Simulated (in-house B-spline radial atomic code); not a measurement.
Configurations of Ar II (Ar+), with energies counted from [Ne] 3s2 3p5. Computed with a B-spline radial code for spherical atoms: scalar-relativistic (X2C) PBE0, spin-polarised, spherical fractional occupations, exact exchange averaged over the configuration, Fermi nucleus of rms radius 3.4274 fm. Shells without spins written out take the highest spin.

Occupations are held fixed; configurations that lie above the ionisation limit could autoionise.

| configuration | E - E(ref) (eV) | highest orbital | its <r> (bohr) |
| --- | --- | --- | --- |
| [Ne] 3s2 3p4 4s1 | 16.658 | 4s up | 3.9 |
| [Ne] 3s2 3p4 4p1 | 19.333 | 4p up | 4.701 |
| [Ne] 3s1 3p5 3d1 | 32.4 | 3d up | 2.365 |
| [Ne] 3s1 3p5 4f1 | 39.697 | 4f up | 8.591 |

Q: Order these further configurations by energy, lowest first.
A. [Ne] 3s2 3p4 4f1
B. [Ne] 3s2 3p4 4d1
C. [He] 2s2 2p5 3s2 3p6
D. [Ne] 3s1 3p5 4d1
E. [Ne] 3s1 3p6

A: E (15.581 eV), B (22.572 eV), A (24.08 eV), D (38.144 eV), C (233.07 eV).
